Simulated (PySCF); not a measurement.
# Gallium: a sound run and one with changed settings

Sound run: Ga [Ar] 3d10 4s2 4p1, Ga+ [Ar] 3d10 4s2. All numbers are calculated (PySCF 2.14, the non-relativistic Hamiltonian (point nucleus), in pcseg-2). In the sound run the correlated levels freeze [Ar] 3d10. The sound run starts from symmetry-adapted Hartree-Fock orbitals and uses a fine grid where one is needed.

Changed run: initial guess minao, at most 50 SCF cycles.

```csv
species,method,sound run (hartree),changed run (hartree),converged
Ga,UHF,-1923.23240,-1923.23240,yes
Ga,PBE,-1924.56388,-1924.56388,yes
Ga,CCSD(T),-1923.28001,-1923.28001,yes
Ga+,PBE0,-1924.36867,-1924.36867,yes
Ga+,MP2,-1923.05337,-1923.05337,yes
```

Here the plain start reaches the same solutions.
